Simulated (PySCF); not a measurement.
Isomers C6H9NSi:

A. `C=C1CN(C2=CC2)[SiH2]1`
B. SMILES C[SiH2][C@@H]1C=C[C@@H]1C#N
C. `C=C[SiH2]n1cccc1`

Spectrum 1. 1H NMR (500 MHz, computed): δ 6.52 (m, 1H), 6.16 (m, 1H), 4.27 (m, 1H), 4.25 (m, 1H), 3.64 (m, 1H), 2.70 (m, 1H), 0.40 (m, 3H). 13C{1H} NMR (computed): δ 153.6 (CH), 139.0 (CH), 123.6 (C), 36.9 (CH), 30.8 (CH), -8.2 (CH3).

Spectrum 2. 1H NMR (500 MHz, computed): δ 6.75 (m, 2H), 6.63 (m, 2H), 6.54 (m, 1H), 6.35 (m, 1H), 6.09 (m, 1H), 5.40 (d, 2H). 13C{1H} NMR (computed): δ 143.7 (CH2), 142.6 (CH), 127.7 (CH), 117.9 (CH).

Spectrum 3. 1H NMR (500 MHz, computed): δ 6.13 (br s, 1H), 5.95 (br s, 1H), 5.71 (s, 2H), 5.11 (t, 1H), 4.85 (s, 2H), 1.52 (m, 2H). 13C{1H} NMR (computed): δ 152.9 (C), 132.8 (CH2), 129.2 (C), 69.2 (CH), 64.7 (CH2), 12.2 (CH2).

Method: coordinates at the GFN2-xTB level, shielding tensors at PBE0/pcSseg-1 (GIAO), in PySCF 2.14.0 with density-fitted response routines (in vacuum, equivalent nuclei averaged, non-relativistic Hamiltonian, one computed conformer).

Referencing at the same level of theory: TMS for 1H and 13C. Where no couplings were computed, multiplicities follow the n + 1 count of equivalent neighbours, and m marks all less simple cases (inequivalent or close neighbours, rings, F or P nearby). Shifts are as computed. Against solution values, carbons near 30 ppm lie about +3 ppm off and those near 130 ppm about +5 ppm. Of 1211 compounds with measured shifts, 218 miss one by over three times the rms of a fit or turn the order of signals round; such compounds aren't used in these exercises.

Q: Which spectrum belongs to which compound?

A: 1–B, 2–C, 3–A.

- Spectrum 1 (B): 6 13C signals; δC 153.6 is an alkene CH; δC 139.0 is an alkene CH.
- Spectrum 2 (C): 4 13C signals; δC 143.7 is a terminal =CH2 carbon; δC 142.6 is an alkene CH.
- Spectrum 3 (A): 6 13C signals; δC 152.9 is a fully substituted alkene carbon; δC 132.8 is a terminal =CH2 carbon.
